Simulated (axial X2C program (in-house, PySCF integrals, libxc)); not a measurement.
# Which functional? An output for SnAs

An SCF output computed with an in-house all-electron X2C program for linear molecules (integrals from PySCF) for SnAs at 2.444 Å, two-component, state Ω = 3/2, Sn dyall-cv3z [11s12p9d4f1g], As dyall-cv3z [9s9p6d4f1g] (cores contracted in-house), without its first line:

```
basis functions 232  fitting functions 1239  grid points 5803
iter        total energy     max residual
   1      -8429.555308776     3.76e-01
   2      -8429.592951279     1.02e-02
   3      -8429.595062387     1.85e-02
   4      -8429.596459636     1.09e-02
   5      -8429.599215442     1.05e-02
   6      -8429.600573393     2.32e-02
   7      -8429.602554541     1.57e-02
   8      -8429.603413920     4.19e-03
   9      -8429.603575970     1.53e-03
  10      -8429.603605702     1.41e-03
  11      -8429.603615809     2.09e-04
  12      -8429.603617231     1.30e-04
  13      -8429.603617729     1.19e-04
  14      -8429.603617921     3.02e-05
  15      -8429.603617960     1.29e-05
  16      -8429.603617967     8.44e-06
  17      -8429.603617968     4.04e-06
  18      -8429.603617968     3.09e-06
  19      -8429.603617969     2.19e-06
converged
one-electron -12342.51784938  Coulomb 3806.63051018  exact exchange -246.65173459  xc functional 0.00000000  nuclear repulsion 357.25957366  atomic mean-field constant -4.32411783
```

Question: Which level of theory produced it?
A. HF
B. PBE0
C. PBEsol

Answer: A. The exact-exchange term against the functional term shows a share of 1 of exact exchange.
